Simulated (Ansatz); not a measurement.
CH7BClNSi can be A, `CB(N)[SiH2]Cl`, or B, `N[SiH2]CBCl`.

Isolated molecules relaxed with PBE0-D4/def2-TZVP in Ansatz; ΔE leaves out vibrations. CCSD(T)/CBS adds triple-zeta CCSD(T) − MP2 to the extrapolated MP2 energy (def2 sets, frozen cores). DFT in def2-TZVPP. B3LYP here is the variant with VWN-RPA as its local correlation; programs differ in this. Each species was taken in one conformer, which may not be the lowest.

Q: Which isomer does CCSD(T)/CBS put lower? Give the gap. (An estimate is asked.)

A: Computed: A, by 13.6 kcal/mol.

Q: Give E(B) − E(A) in kcal/mol with PBE0-D4, HF/def2-TZVPP, CCSD(T)/def2-TZVPP, B3LYP-D4, PBE-D4, B3LYP, B2PLYP. (An estimate is asked.)

A: The calculation gave: PBE0-D4 15.7, HF/def2-TZVPP 12.9, CCSD(T)/def2-TZVPP 13.3, B3LYP-D4 15.0, PBE-D4 16.5, B3LYP 15.3, B2PLYP 14.0. None reverses the order clearly.

Largest T1 diagnostic: 0.011.

From PBE to PBE0 (25 % exact exchange), in def2-TZVPP and without D4, E(B) − E(A) moves by −0.9 kcal/mol.
